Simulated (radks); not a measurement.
Numerical settings for the titanium ion Ti5+, [Ne] 3s2 3p5. Method: scalar-relativistic Kohn-Sham, PBE, spin-polarised, spherical densities, point nucleus; open shells are filled with parallel spins first; computed with a radial shooting solver on a logarithmic mesh with Libxc functionals. The defaults (mesh step 0.008 in ln r, mesh end at 40 bohr or more with all orbitals vanishing there, Anderson mixing 0.5 over 9 steps, residual threshold near 1e-9 with the energy settled to 1e-9 hartree or 1e-11 of itself, here a cap of 94 iterations) give E = -846.5640 hartree and 3p at -109.41 eV in 15 iterations. Run on one thread of a shared host, so times are rough (Intel(R) Xeon(R) Platinum 8559C): 0.11 s of CPU time, 0.11 s wall, 15 iterations on 2476 mesh points. Changes against that run (0 stands for a change within the tolerance of the run):

| setting | iterations | converged | E (mhartree) | e(3p) (meV) | CPU (s) |
|---|---|---|---|---|---|
| mesh step in ln r 0.2 | 94 | no | -3.31e+06 | - | 0.26 |
| mesh step in ln r 0.005 | 15 | yes | 0 | 0 | 0.18 |
| mesh step in ln r 0.05 | 15 | yes | -0.000309 | -0.0112 | 0.04 |
| mesh end (bohr) 3 | 14 | yes | +11.3 | +230 | 0.09 |
| mesh end (bohr) 400 | 15 | yes | 0 | 0 | 0.12 |
| residual threshold 0.01 | 9 | yes | 0 | -0.0418 | 0.09 |
| residual threshold 1e-05 | 9 | yes | 0 | -0.0418 | 0.08 |
| mixing 2.5 | 14 | yes | 0 | 0 | 0.12 |
| linear mixing, mixing 0.8 | 14 | yes | 0 | 0 | 0.1 |
| linear mixing, mixing 0.2 | 88 | yes | 0 | 0 | 0.52 |
| mixing history 2 | 20 | yes | 0 | 0 | 0.14 |
| iteration cap 5 | 5 | no | -0.00281 | -9.16 | 0.05 |

Settings that end as converged yet miss the energy by more than 1 mhartree: mesh end (bohr) 3 (+0.0113 hartree). A mesh that ends early acts as a hard wall.
